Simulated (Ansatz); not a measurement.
Basis sets compared for Ge(NH2)H3 (GeNH5). The state is a singlet with charge 0. Geometry r2SCAN-D4/def2-TZVP. Ansatz on 2 threads of Intel Xeon on a shared host; times are rough, and most runs start from earlier orbitals.

```xyz
7

Ge    0.5649    0.3837   -0.1369
N    -0.7339   -0.8343    0.3555
H    -1.2450   -1.2039   -0.4381
H    -1.4132   -0.4447    0.9991
H     1.5225   -0.3549   -1.0780
H     1.2771    0.8104    1.1512
H     0.0277    1.6437   -0.8528
```

The 6-31G sets use Cartesian d functions. B3LYP takes the VWN-RPA correlation.

Binding counts from free atoms (Ge triplet, N quartet, H doublet) in the same basis, without a counterpoise term.

```tsv
level	functions	energy (Eh)	HOMO (eV)	LUMO (eV)	binding per atom (eV)	wall time
HF/6-31G	48	-2132.3409	-10.65	3.31	1.85	0.86 s
HF/def2-TZVP	109	-2132.7506	-10.91	3.16	2.05	1.3 s
PBE-D4/def2-SVP	71	-2134.0575	-5.62	0.00	2.94	1.2 s
PBE-D4/def2-TZVP	109	-2134.3918	-5.91	-0.41	2.95	1.4 s
B3LYP-D4/6-31G	48	-2134.4308	-6.57	0.29	2.84	1.6 s
B3LYP-D4/def2-TZVP	109	-2134.8413	-7.11	0.10	2.96	2 s
PBE0-D4/def2-SVP	71	-2134.1230	-7.13	0.86	2.91	2.1 s
PBE0-D4/def2-TZVP (with forces)	109	-2134.4542	-7.35	0.41	2.92	3.3 s
```

Problem. Estimate the rows for PBE0-D4/def2-QZVPP.

Solution. 
| level | functions | energy (Eh) | HOMO (eV) | LUMO (eV) | binding per atom (eV) | wall time |
| --- | --- | --- | --- | --- | --- | --- |
| PBE0-D4/def2-QZVPP | 296 | -2134.5059 | -7.40 | 0.12 | 2.93 | 9.1 s |
